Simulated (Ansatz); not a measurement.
`CB1CC1` + HCl → `ClB1CC1` + CH₄ at 400 K and 1 bar (ligand exchange at a B–C bond).

Computed with Ansatz on PBE0-D4/def2-TZVP structures; ΔE is electronic, products minus reactants. CCSD(T)/CBS is the MP2 limit (def2-TZVPP, def2-QZVPP) plus CCSD(T) − MP2 in def2-TZVPP, frozen cores. This one scheme is used for every species.

| species | CCSD(T)/CBS energy (Eh) | H − E (kJ/mol) | S (J/(mol·K)) |
| --- | --- | --- | --- |
| `CB1CC1` | -143.12317 | 267.9 | 330.0 |
| HCl | -460.38127 | 29.6 | 195.4 |
| `ClB1CC1` | -563.07348 | 172.4 | 308.6 |
| CH₄ | -40.46206 | 131.3 | 197.2 |

H − E and S are ideal-gas, rigid-rotor, harmonic terms from PBE0-D4/def2-TZVP. 1 Eh = 2625.50 kJ/mol, R = 8.31446 J/(mol·K).

**Question.** By hand: ΔE, ΔH, ΔS and ΔG.

**Answer.** ΔE = (-563.07348) + (-40.46206) − (-143.12317) − (-460.38127) = -0.03110 Eh = -81.7 kJ/mol. Δ(H − E) = 172.4 + 131.3 − 267.9 − 29.6 = 6.2, so ΔH = -75.5 kJ/mol. ΔS = 308.6 + 197.2 − 330.0 − 195.4 = -19.6 J/(mol·K). ΔG = -75.5 − 400 × (-19.6)/1000 = -67.7 kJ/mol.

**Question.** By hand: the equilibrium constant, and the temperature at which ΔG would vanish if ΔH and ΔS stayed fixed.

**Answer.** log₁₀ K = −ΔG/(RT ln 10) = 8.8. ΔG = 0 at ΔH/ΔS = 3852 K, far beyond where these terms or the molecules hold.

ΔH outweighs TΔS. A doubt of 5 kJ/mol in ΔE shifts log₁₀ K by 0.7 here. These are equilibria of isolated gas molecules and say nothing of rates. Largest T1 diagnostic: 0.011 (customary marks: 0.02 for closed shells, 0.045 for open ones).
